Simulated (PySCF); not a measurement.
Dipole response of Ho⁴⁰⁺ (holmium, charge +40)

[Ar] 3d9, 2D determinant. Computed with PySCF 2.14 in an even-tempered Gaussian basis (18 s from 7.3 bohr⁻², ratio 2.5; 13 p from 9.5 bohr⁻², ratio 2.5; 8 d from 9.5 bohr⁻², ratio 2.5; 4 f from 42 bohr⁻², ratio 2.7; 3 g from 63 bohr⁻², ratio 2.7), with scalar relativity by spin-free X2C-1e. Coupled (time-dependent) response in atomic units; α is the mean over directions.

```
method  mean α (bohr³)                  α xx, yy, zz  C₆ (like pair)      S(−4)
  PBE0        0.002885  0.003152, 0.003152, 0.002350       0.0004154  2.964e-06
```

S(−4) is the Cauchy moment in α(ω) = α(0) + S(−4) ω² + …

Spin-orbit coupling is absent.

α(iu) at PBE0:

```tsv
u (hartree)	α(iu) (bohr³)
0	0.002885
7.00	0.002763
14.0	0.002548
28.0	0.002204
42.0	0.001925
56.0	0.001672
70.0	0.001445
105	0.001002
140	0.0007118
210	0.0003979
350	0.0001712
```

A single London oscillator, α(iu) = α/(1 + u²/ω²), gives C₆ = (3/4) ω α². Matching the computed C₆ needs ω = 4 × 0.0004154 / (3 × 0.002885²) = 66.5 hartree.

For an ion, C₆ is the dispersion term alone; charge-induced terms of lower order in 1/R come first.

The components differ because the open shell of this determinant is not spherical; for a pure term their mean is the scalar polarisability.

Spin-orbit coupling, absent here, splits the open shell strongly.
